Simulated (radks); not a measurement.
The hafnium ion Hf2+ inside a hard spherical wall (all orbitals vanish at R), configuration held at [Xe] 4f14 5d2 and not refilled when levels cross. All-electron calculation, scalar-relativistic Kohn-Sham, PBE, spin-polarised, spherical densities, point nucleus; open shells are filled with parallel spins first (spin-orbit coupling, left out, can overturn this in heavy ions). Program: a radial shooting solver on a logarithmic mesh with Libxc functionals. Eigenvalues in eV for spin up, with the zero of energy where the potential of the charges vanishes at infinity; a dash marks a level that is unbound or too diffuse for the functional's potential to be trusted. A positive occupied level is held by the wall or, in an anion where self-interaction has pushed it up, behind a barrier. The pressure on the wall is -dE/dV.

R (bohr)  E (hartree)  kinetic (hartree)    e(5s)    e(5p)    e(4f)  e(6s, empty)    e(5d)  e(6p, empty)  pressure (GPa)
free      -15077.4301          16522.509  -82.364  -51.068  -31.908       -17.996  -17.332       -12.369               0
12        -15077.4301          16522.509  -82.364  -51.068  -31.908       -17.996  -17.332       -12.369        < 0.0001
10        -15077.4301          16522.509  -82.364  -51.068  -31.907       -17.996  -17.332       -12.364        0.000117
8         -15077.4300          16522.510  -82.355  -51.060  -31.898       -17.982  -17.324       -12.277         0.00747
7         -15077.4295          16522.516  -82.321  -51.028  -31.863       -17.922  -17.292       -12.041          0.0563
6         -15077.4264          16522.541  -82.189  -50.904  -31.726       -17.650  -17.158       -11.287           0.405
5         -15077.4110          16522.638  -81.758  -50.505  -31.273       -16.540  -16.658        -8.973            2.89
4         -15077.3325          16523.052  -80.501  -49.341  -29.903       -12.168  -14.856        -1.639            24.0
3         -15076.8018          16525.819  -76.157  -44.969  -24.780         6.978   -7.356        25.106             344
